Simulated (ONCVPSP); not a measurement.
Logarithmic derivatives: Cr (Z = 24), ONCV

ONCVPSP 4.0.1 input, shortened (lines: element, Z, core and valence counts, functional; n l f; lmax; l rc ep ncon nbas qcut; lloc lpopt rc5 dvloc0; l nproj debl; icmod fcfact rcfact), PBE, fully relativistic:

```
  Cr 24.00    3    4        4      upf
    1    0    2.00
    2    0    2.00
    2    1    6.00
    3    0    2.00
    3    1    6.00
    3    2    5.00
    4    0    1.00
    2
    0    1.60    0.00    5   10    5.80
    1    1.40    0.00    4    8    8.30
    2    1.05    0.00    4    8    9.40
    4    1    0.95    4.00
    0    2    2.60
    1    2    2.10
    2    1    0.50
    3    3.25    1.70
```

Open shells are filled in proportion to 2j + 1.

The phase is arctan(r·R′/R) of the radial function R(r), unwrapped; energies in Ha, scanned from -4 to 5 Ha. A pole is an energy at which the radial function vanishes at the test radius. The pseudo phase is shifted by a multiple of π to meet the all-electron one at the reference energy, and phase errors are pseudo minus all-electron; the curves can meet again beyond the range given. Levels narrower than the energy grid can be missing from the lists of poles.

Task: For each channel, where are the poles, and over which energies does the pseudopotential scatter like the atom?

Result:

| channel | radius (bohr) | reference energy (Ha) | poles, all-electron | poles, pseudo | unbroken range about the reference energy with phases within 0.05 rad | phase error 1 Ha above the reference energy (rad) |
| --- | --- | --- | --- | --- | --- | --- |
| s | 1.62 | -0.15 | -2.41 | -2.41 | the whole range | -0.001 |
| p3/2 | 1.42 | -1.66 | -0.80 | -0.80 | the whole range | -0.000 |
| p1/2 | 1.42 | -1.69 | -0.86 | -0.86 | the whole range | -0.000 |
| d5/2 | 1.07 | -0.11 | 2.71 | 2.92 | below 4.4 | +0.004 |
| d3/2 | 1.07 | -0.11 | 2.70 | 2.90 | below 4.3 | +0.004 |

Phases in the s channel:

```json
{"E (Ha)": "-3.98", "all-electron": "1.108", "pseudo": "1.108"}
{"E (Ha)": "-3.50", "all-electron": "0.857", "pseudo": "0.857"}
{"E (Ha)": "-3.02", "all-electron": "-0.556", "pseudo": "-0.556"}
{"E (Ha)": "-2.54", "all-electron": "-1.498", "pseudo": "-1.498"}
{"E (Ha)": "-2.06", "all-electron": "-1.696", "pseudo": "-1.696"}
{"E (Ha)": "-1.58", "all-electron": "-1.802", "pseudo": "-1.802"}
{"E (Ha)": "-1.10", "all-electron": "-1.895", "pseudo": "-1.895"}
{"E (Ha)": "-0.62", "all-electron": "-2.005", "pseudo": "-2.006"}
{"E (Ha)": "-0.14", "all-electron": "-2.166", "pseudo": "-2.166"}
{"E (Ha)": "0.34", "all-electron": "-2.445", "pseudo": "-2.445"}
{"E (Ha)": "0.82", "all-electron": "-2.958", "pseudo": "-2.958"}
{"E (Ha)": "1.30", "all-electron": "-3.612", "pseudo": "-3.614"}
{"E (Ha)": "1.78", "all-electron": "-4.049", "pseudo": "-4.052"}
{"E (Ha)": "2.26", "all-electron": "-4.281", "pseudo": "-4.284"}
{"E (Ha)": "2.74", "all-electron": "-4.413", "pseudo": "-4.416"}
{"E (Ha)": "3.22", "all-electron": "-4.497", "pseudo": "-4.501"}
{"E (Ha)": "3.70", "all-electron": "-4.557", "pseudo": "-4.561"}
{"E (Ha)": "4.18", "all-electron": "-4.601", "pseudo": "-4.606"}
{"E (Ha)": "4.66", "all-electron": "-4.637", "pseudo": "-4.643"}
```
